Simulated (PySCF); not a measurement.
Species: [PtCl6]2- (charge -2 and singlet state).
Structure used (PBE0-D3(BJ)/def2-SVP), in Å, numbered top down from 1:
```xyz
7
PtCl6 angstrom
Pt     0.0129   -0.0148   -0.0095
Cl    -0.0037   -0.0290    2.3505
Cl     0.0265   -0.0015   -2.3693
Cl     2.3731    0.0134    0.0032
Cl    -2.3473   -0.0402   -0.0255
Cl    -0.0022    2.3455   -0.0010
Cl     0.0326   -2.3754   -0.0169
```

Method: PBE0-D3(BJ)/def2-SVP geometry optimisation, gas phase, def2 core potentials past Kr (PySCF 2.14.0).

**Question.** Which atoms are bound to Pt1, and at what distances?

**Answer.** 6 atoms: Cl3 2.360 Å, Cl2 2.360 Å, Cl6 2.360 Å, Cl4 2.360 Å, Cl5 2.360 Å, Cl7 2.361 Å.

**Question.** List the angles at Pt1.

**Answer.** 
```csv
angle,degrees,distance of the outer atoms (Å)
Cl2–Pt1–Cl3,179.9,4.72
Cl4–Pt1–Cl5,179.9,4.72
Cl6–Pt1–Cl7,179.9,4.72
Cl5–Pt1–Cl6,90.3,3.35
Cl4–Pt1–Cl7,90.2,3.34
Cl3–Pt1–Cl7,90.1,3.34
Cl2–Pt1–Cl6,90.1,3.34
Cl2–Pt1–Cl4,90.1,3.34
Cl2–Pt1–Cl5,90.0,3.34
Cl3–Pt1–Cl4,90.0,3.34
Cl3–Pt1–Cl5,89.9,3.34
Cl3–Pt1–Cl6,89.9,3.33
Cl5–Pt1–Cl7,89.9,3.33
Cl2–Pt1–Cl7,89.8,3.33
Cl4–Pt1–Cl6,89.7,3.33
```

**Question.** What is the shape at Pt1?

**Answer.** Octahedral: the three widest angles are 179.9°, 179.9° and 179.9°, the others run from 89.7° to 90.3°.

**Question.** What are the rotational constants (commonest isotopes, rigid rotor)?

**Answer.** A = 650.1, B = 648.4, C = 647.1 MHz: a spherical top.

Point group: Oh (tolerance 0.08 Å). Charge -2, singlet. Whether so highly charged an anion holds all its electrons in the gas phase wasn't checked; a finite basis holds them in any case. No counter-ion or solvent screens the charge of this multiply charged ion. Not checked by PBE0-D3(BJ)/def2-SVP frequencies.

Time: 32 s wall, 86 s CPU; peak memory 0.66 GiB. Hardware: 2 threads, Intel Xeon 6975P-C (x86_64), shared host with 192 logical CPUs at a one-minute load of 68. That covers the optimisation of the geometry.
